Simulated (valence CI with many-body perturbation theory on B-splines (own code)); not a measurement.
# Which ion has this spectrum?

A relativistic CI+MBPT calculation for an atom or ion with 14 electrons gives these levels (Ry):

```tsv
J	Parity	E	g
0	even	0.000	
1	even	23.916	1.49
2	even	24.591	1.16
2	odd	36.039	1.53
1	odd	38.049	1.04
2	odd	39.825	0.75
1	odd	42.971	0.88
2	odd	46.827	1.29
3	odd	46.906	1.11
2	even	49.017	1.31
0	even	50.493	
1	even	52.248	0.44
2	even	52.778	1.13
3	even	58.893	1.35
```

The energies are calculated, and their last digits are not significant.

Task: Which is it?
A. Hf58+
B. W60+
C. Yb56+
D. Ta59+

Result: D. Ta59+, ground level (3s^2 3p1/2^2) J=0.
